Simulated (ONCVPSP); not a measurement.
P: ONCV pseudisation with LDA (Perdew-Zunger), non-relativistic reference atom.

Input for ONCVPSP 4.0.1:

```
# ATOM AND REFERENCE CONFIGURATION
# atsym  z   nc   nv     iexc    psfile
  P 15.00    3    2        3      upf
#
#   n    l    f
    1    0    2.00
    2    0    2.00
    2    1    6.00
    3    0    2.00
    3    1    2.00
#
# PSEUDOPOTENTIAL AND OPTIMIZATION
# lmax
    1
#
#   l,   rc,      ep,       ncon, nbas, qcut
    0    1.60    0.00    3    6    3.20
    1    1.55    0.00    4    7    6.30
#
# LOCAL POTENTIAL
# lloc, lpopt,  rc(5),   dvloc0
    4    5    1.10    2.00
#
# VANDERBILT-KLEINMAN-BYLANDER PROJECTORs
# l, nproj, debl
    0    3    0.70
    1    2    3.70
#
# MODEL CORE CHARGE
# icmod, fcfact, rcfact
    3    2.00    1.50
#
# LOG DERIVATIVE ANALYSIS
# epsh1, epsh2, depsh
   -2.00    5.00    0.02
#
# OUTPUT GRID
# rlmax, drl
    6.00    0.01
#
# TEST CONFIGURATIONS
# ncnf
    4
# nvcnf
#   n    l    f
    2
    3    0    2.00
    3    1    3.00
#
    2
    3    0    2.00
    3    1    1.00
#
    2
    3    0    2.00
    3    1    0.00
#
    2
    3    0    1.00
    3    1    4.00
#
```

Command:

```bash
oncvpspnr.x < P.dat > P.out
```

The program printed (shortened: citation, most of the input echo, consistency checks and plot data are left out):

```
ONCVPSP  (Optimized Norm-Conservinng Vanderbilt PSeudopotential)
scalar-relativistic version 4.0.1

#   n    l    f        energy (Ha)
    1    0    2.00    -7.6460852E+01
    2    0    2.00    -6.7193818E+00
    2    1    6.00    -4.9675562E+00
    3    0    2.00    -8.5414713E-01
    3    1    2.00    -5.2618539E-01

Reference configufation results
  iterations    25
  all-electron total energy (Ha)   -3.39578180D+02

Begin loop to  construct optimized pseudo wave functions
and semi-local pseudopoentials for all angular momenta

WARNING wellstate: negative energy specified for n= 4 l=  0
WARNING scattering state with energy  0.25000000
WARNING will be used for the first projector

   Wellstate for l =  0  n =  4
     eigenvalue =   0.2500
     asymptotic potential =   0.7500
     half-point radius =  3.4736

   Wellstate for l =  0  n =  5
     eigenvalue =   0.9500
     asymptotic potential =   1.4500
     half-point radius =  4.5460

Calculating optimized projector #   1

 for l=   0

    Fraction of norm inside rc  0.410098
    Optimizing pswf for qcut=   3.19 a_B^-1,  ecut=   5.09 Ha
    Residual kinetic energy error=  1.50D-02 Ha

    Energy error per electron        Cutoff
         Ha          eV             Ha
         0.01000     0.27211        5.89
         0.00100     0.02721       30.35
         0.00010     0.00272       51.71
         0.00001     0.00027      102.51

Calculating optimized projector #   2

 for l=   0

    Fraction of norm inside rc  0.141604
    Optimizing pswf for qcut=   3.19 a_B^-1,  ecut=   5.09 Ha
    Residual kinetic energy error=  1.59D-02 Ha

    Energy error per electron        Cutoff
         Ha          eV             Ha
         0.01000     0.27211        5.73
         0.00100     0.02721       16.79
         0.00010     0.00272       51.10
         0.00001     0.00027       99.39

Calculating optimized projector #   3

 for l=   0

    Fraction of norm inside rc  0.083167
    Optimizing pswf for qcut=   3.19 a_B^-1,  ecut=   5.09 Ha
    Residual kinetic energy error=  2.00D-02 Ha

    Energy error per electron        Cutoff
         Ha          eV             Ha
         0.01000     0.27211        6.08
         0.00100     0.02721       16.10
         0.00010     0.00272       45.85
         0.00001     0.00027       82.24

   Wellstate for l =  1  n =  5
     eigenvalue =   3.1738
     asymptotic potential =   3.6738
     half-point radius =  2.8591

Calculating optimized projector #   1

 for l=   1

    Fraction of norm inside rc  0.262043
    Optimizing pswf for qcut=   6.31 a_B^-1,  ecut=  19.89 Ha
    Residual kinetic energy error=  7.32D-06 Ha

    Energy error per electron        Cutoff
         Ha          eV             Ha
         0.01000     0.27211        3.24
         0.00100     0.02721        5.64
         0.00010     0.00272       12.34
         0.00001     0.00027       16.96

Calculating optimized projector #   2

 for l=   1

    Fraction of norm inside rc  0.096694
    Optimizing pswf for qcut=   6.31 a_B^-1,  ecut=  19.89 Ha
    Residual kinetic energy error=  1.56D-03 Ha

    Energy error per electron        Cutoff
         Ha          eV             Ha
         0.01000     0.27211        7.65
         0.00100     0.02721       29.60
         0.00010     0.00272       80.02
         0.00001     0.00027       93.81

Construct Vanderbilt / Kleinmman-Bylander projectors

B matrix Hermiticity error, ll=   0
   1   2   -4.8157E-08
   1   3    5.2906E-08
   2   3   -1.4643E-08

  Orthonormal projector coefficients -1.1777E+02  6.6243E+00  1.7916E+00

B matrix Hermiticity error, ll=   1
   1   2   -3.3661E-08

  Orthonormal projector coefficients  3.7661E+00  7.5872E-01

Model core correction analysis
  based on d2Exc/dn_idn_j

d2excae - all-electron derivatives

   -3.867518D-02   -3.389623D-02
   -3.389712D-02   -3.277291D-02

d2excps - pseudofunction derivatives with no core correction

   -4.467893D-02   -3.803198D-02
   -3.803429D-02   -3.583868D-02

rms 2nd derivative error    4.462752E-03

rmatch, rhocmatch    1.0597    1.0782

Teter function model core charge with specified parameters

d2excps - pseudofunction derivatives with core correction

   -4.002759D-02   -3.512530D-02
   -3.512597D-02   -3.387532D-02

rms 2nd derivative error    1.231362E-03

Pseudoatom total energy   -6.096054

Diagnostic tests using Vanderbilt-Kleinman-Bylander pseudopotentials
  1 or more projectors used as specified by nproj input data

   l    rcore       rmatch      e in        delta e   norm test  slope test

   0   1.6011794   1.6497947  -0.8541471   0.0000805   1.0000087   1.0009157
   0   1.6011794   1.6497947   0.2500000   0.0001872   1.0000317   1.0000317
   0   1.6011794   1.6497947   0.9500000   0.0001166   1.0000658   1.0000658

   1   1.5539967   1.6011794  -0.5261854   0.0000000   1.0000000   1.0000001
   1   1.5539967   1.6011794   3.1738146  -0.0000003   1.0000001   1.0000001

 Testing for bound ghosts
   n   l    E NL Schr. Eq   E Basis Diag.   E Cutoff

       0                      -79.549098     72.85  WARNING - GHOST(-)
   1   0       -0.854067       -0.850648     72.85

   2   1       -0.526185       -0.509627     91.25

 Testing for highly-localized positive-energy ghosts
       l    <radius>/rc     E Basis Diag.   E Cutoff

       0        0.792629        6.606867     72.85  WARNING - GHOST(+)

Test configuration 0

   n   l     f        eae           eps        diff
   1   0  2.0000  -76.46085203
   2   0  2.0000   -6.71938176
   2   1  6.0000   -4.96755621
   3   0  2.0000   -0.85414713   -0.85406659    8.05D-05
   3   1  2.0000   -0.52618539   -0.52618539    0.00D+00

    Total energies and differences
      AE_ref= -3.39578180D+02  AE_tst= -3.39578180D+02  dif=  0.00D+00
      PS_ref= -6.09605359D+00  PS_tst= -6.09605359D+00  dif= -8.88D-16
      PSP excitation error=  8.88D-16

Test configuration 1

   n   l     f        eae           eps        diff
   1   0  2.0000  -76.06219504
   2   0  2.0000   -6.32899095
   2   1  6.0000   -4.57630902
   3   0  2.0000   -0.51248168   -0.51246527    1.64D-05
   3   1  3.0000   -0.20628334   -0.20638789   -1.05D-04

    Total energies and differences
      AE_ref= -3.39578180D+02  AE_tst= -3.39939532D+02  dif= -3.61D-01
      PS_ref= -6.09605359D+00  PS_tst= -6.45749628D+00  dif= -3.61D-01
      PSP excitation error=  9.03D-05

Test configuration 2

   n   l     f        eae           eps        diff
   1   0  2.0000  -76.95222908
   2   0  2.0000   -7.19328539
   2   1  6.0000   -5.44316664
   3   0  2.0000   -1.24658789   -1.24590163    6.86D-04
   3   1  1.0000   -0.89691167   -0.89604780    8.64D-04

    Total energies and differences
      AE_ref= -3.39578180D+02  AE_tst= -3.38870322D+02  dif=  7.08D-01
      PS_ref= -6.09605359D+00  PS_tst= -5.38853544D+00  dif=  7.08D-01
      PSP excitation error=  3.40D-04

Test configuration 3

   n   l     f        eae           eps        diff
   1   0  2.0000  -77.52704186
   2   0  2.0000   -7.73973400
   2   1  6.0000   -5.99231552
   3   0  2.0000   -1.67712025   -1.67474006    2.38D-03

    Total energies and differences
      AE_ref= -3.39578180D+02  AE_tst= -3.37771333D+02  dif=  1.81D+00
      PS_ref= -6.09605359D+00  PS_tst= -4.29144416D+00  dif=  1.80D+00
      PSP excitation error=  2.24D-03

Test configuration 4

   n   l     f        eae           eps        diff
   1   0  2.0000  -76.11659899
   2   0  2.0000   -6.38259840
   2   1  6.0000   -4.62929521
   3   0  1.0000   -0.53804132   -0.53840886   -3.68D-04
   3   1  4.0000   -0.22641572   -0.22653252   -1.17D-04

    Total energies and differences
      AE_ref= -3.39578180D+02  AE_tst= -3.39630569D+02  dif= -5.24D-02
      PS_ref= -6.09605359D+00  PS_tst= -6.14847025D+00  dif= -5.24D-02
      PSP excitation error=  2.80D-05
```

oncvpspnr.x prints “scalar-relativistic version” in its banner although the run is non-relativistic.

Note: ghosts flagged at negative energy: s at -2164.6 eV; GHOST(+) flagged for s at 179.8 eV. A true bound ghost makes a file unfit for plane-wave use.

The run took about 2.2 s on one core of a shared server CPU.
